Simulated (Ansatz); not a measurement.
Reaction (germylene formation by 1,1-elimination): `[SH][GeH]([SH])[SH]` → `[SH][GeH]` + `SS`

Isolated molecules relaxed with PBE0-D4/def2-TZVP in Ansatz; ΔE leaves out vibrations. CCSD(T)/CBS adds triple-zeta CCSD(T) − MP2 to the extrapolated MP2 energy (def2 sets, frozen cores). This one scheme is used for every species. Functionals use def2-TZVPP. For Ge outer-core shells are correlated without core-valence functions, which leaves a few kJ/mol of doubt a bond. Scalar relativity is left out up to krypton. Each species was taken in one conformer, which may not be the lowest.

`[SH][GeH]([SH])[SH]`:

Z-matrix (Å, degrees):
```
Ge
S 1 2.215
S 1 2.219 2 105.5
S 1 2.212 2 107.8 3 -121.6
H 1 1.536 2 113.5 3 121.7
H 2 1.345 1 93.8 3 -48.1
H 3 1.345 1 93.9 2 169.4
H 4 1.344 1 93.4 2 64.9
```

`[SH][GeH]`:

```xyz
4

S    -0.864    0.509   -0.829
Ge    0.109   -1.351   -0.091
H    -0.257    1.420   -0.053
H     1.012   -0.579    0.973
```

`SS`:

Cartesian coordinates in Å:
```
S -0.213 -0.282 -1.068
S -0.108 0.984 0.535
H 0.985 -0.883 -0.930
H -0.665 0.182 1.463
```

Is it downhill or uphill in electronic energy at CCSD(T)/CBS, and by how much? (Best estimate.)

The calculation gave: Uphill: ΔE = +2.52 eV.

What do these levels give: revPBE, PBE0, CAM-B3LYP, CCSD(T)/def2-TZVPP, HF/def2-QZVPP, CCSD/CBS(def2)? (An estimate is asked.)

Computed: revPBE 2.06, PBE0 2.45, CAM-B3LYP 2.30, CCSD(T)/def2-TZVPP 2.64, HF/def2-QZVPP 2.34, CCSD/CBS(def2) 2.48 eV.

Largest T1 diagnostic among the species: 0.015.

Leaving LDA and LC-ωPBE aside and taking each functional with its dispersion term where it has one, the values, not all of them listed here, spread over 0.67 eV, from BLYP-D4 to PBE-QIDH. LDA lies +0.39 eV from PBE without D4. At CCSD(T), def2-SVP lies +0.07 eV from the extrapolated value and def2-TZVPP +0.12 eV. From PBE to PBE0 (25 % exact exchange), in def2-TZVPP and without D4, ΔE moves by +0.22 eV.
